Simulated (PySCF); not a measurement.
H3O2, SMILES O[OH2+], charge +1.

Geometry optimised at B3LYP-D3(BJ)/def2-TZVP. The isomer is the one that the SMILES or the coordinates give; other isomers of the formula were not compared.

Two levels are set side by side: TDDFT-PBE/def2-TZVPD (PySCF) and ADC(2)/aug-cc-pVDZ (PySCF). Vertical, same geometry; the bases differ. Differences are taken from unrounded values.

| quantity | TDDFT-PBE |
|---|---|
| lowest singlet excitation (eV) | 5.58 |

Q: These are the TDDFT-PBE values. What does ADC(2) give? (The exact figures need the calculation; the answer reports its results.)

A: 
```
quantity                        ADC(2)  TDDFT-PBE minus ADC(2)
------------------------------  ------  ----------------------
lowest singlet excitation (eV)    6.15                   -0.57
```

A lower first singlet is the usual sign of a functional without exact exchange. Differences between two approximate levels are no errors against the true value.

Rough cost on one machine, each run with all the roots and properties that it gave: ADC(2) against TDDFT-PBE about 3 times.
